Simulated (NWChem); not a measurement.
System: CBrCl₂F; SMILES FC(Cl)(Cl)Br

Program: NWChem. Geometry: optimised at PBE0/def2-SVP. Ions are spin-unrestricted doublets at the neutral geometry; other ion states weren't tried.

```csv
level,"vertical ionisation energy, ΔSCF (eV)",−ε(HOMO) (eV),ΔSCF minus −ε(HOMO) (eV)
B3LYP/def2-SVP,10.73,8.18,2.55
PBE/def2-SVP,10.32,7.08,3.24
M06-2X/def2-SVP,11.30,9.87,1.43
r2SCAN/def2-SVP,10.73,7.57,3.16
Hartree-Fock/def2-SVP,11.66,11.82,-0.16
```
